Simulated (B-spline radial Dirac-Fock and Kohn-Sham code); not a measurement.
**Auger decay of the N5 hole in Ba²⁺**

System: the Ba²⁺ ion, configuration [Kr] 4d10 5s2 5p6.

Model: independent-particle radiative and Coulomb Auger rates from relativistic LDA hole-state orbitals, with Dirac-Fock energies. Program: a radial B-spline solver. Kinetic energies are configuration averages from the vacuum level; the two-hole energies are estimated from single-hole states.

| transition | kinetic energy (eV) | width (meV) | share (%) |
| --- | --- | --- | --- |
| N5-O1O2 | 8.58 | 6.36 | 9.8 |
| N5-O1O3 | 10.94 | 17.8 | 27.4 |
| N5-O2O2 | 24.99 | 2.22 | 3.4 |
| N5-O2O3 | 28.12 | 20.5 | 31.5 |
| N5-O3O3 | 30.25 | 18.2 | 27.9 |

Channels within a few eV of threshold rest on estimated energies and may be closed in reality. The listed channels hold 100 % of the non-radiative rate. Summed by principal shells, of 0.0651 eV in all: NOO 100.0 %.

Values without a named source are computed, but for edge energies of neutral atoms, which are taken from tables.
